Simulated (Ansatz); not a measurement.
SiTe2⁺. The state is a doublet with charge 1. Geometry B3LYP-D4/def2-TZVP, basis def2-TZVP, Ansatz.

```xyz
3

Si   -1.3618    0.4884    0.2153
Te    0.2918   -0.8208   -1.2623
Te    1.0701    0.3325    1.0470
```

| run | HOMO (eV) | LUMO (eV) |
| --- | --- | --- |
| A | -11.87 | -9.26 |
| B | -10.81 | -9.98 |
| C | -11.18 | -9.85 |
| D | -14.39 | -7.27 |
| E | -11.57 | -9.56 |
| F | -13.75 | -7.42 |

In the def2 sets Te takes a core potential; there is no spin–orbit coupling. LC-ωPBE has ω = 0.4 bohr⁻¹. The structure comes from a short search, and lower isomers may exist.

HOMO and LUMO are taken over both spins.

The runs used LC-ωPBE, PBE, PBE0, r2SCAN, r2SCANh, ωB97M-V. Estimate which is which.

A PBE0 (25 % exact exchange); B PBE (0 % exact exchange); C r2SCAN (0 % exact exchange); D LC-ωPBE (range-separated); E r2SCANh (10 % exact exchange); F ωB97M-V (range-separated). Exact exchange lowers occupied and raises empty levels; among semilocal functionals meta-GGAs tend to open the gap a little, and such runs are hard to tell apart. The gap grows from 0.82 eV (PBE) to 7.12 eV (LC-ωPBE).
